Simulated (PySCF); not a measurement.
**Ionisation energy of Hg⁺ by level of theory**

Hg⁺ [Xe] 4f14 5d10 6s1 (2S) → Hg²⁺ [Xe] 4f14 5d10 (1S), as a difference of total energies. Computed with PySCF 2.14 in cc-pVDZ-PP with ECP60MDF, with scalar relativity through the core potential. Correlated levels: valence: 5s2 5p6 frozen. The calculations carry no spin-orbit coupling.

```json
{"method": "UHF", "ionisation energy (eV)": "17.036"}
{"method": "LDA", "ionisation energy (eV)": "19.372"}
{"method": "MP2 (valence)", "ionisation energy (eV)": "18.194"}
{"method": "CCSD (valence)", "ionisation energy (eV)": "18.025"}
{"method": "CCSD(T) (valence)", "ionisation energy (eV)": "18.055"}
```

Estimate what BP86 gives.

19.103 eV, closest to LDA among the rows shown.

Estimate what SCS-MP2 (valence) gives.

18.024 eV, closest to CCSD (valence) among the rows shown.

Errors of the correlated levels include the incompleteness of this basis and the frozen core.

For comparison: 18.757 eV (measured; NIST Atomic Spectra Database, ionization energies).
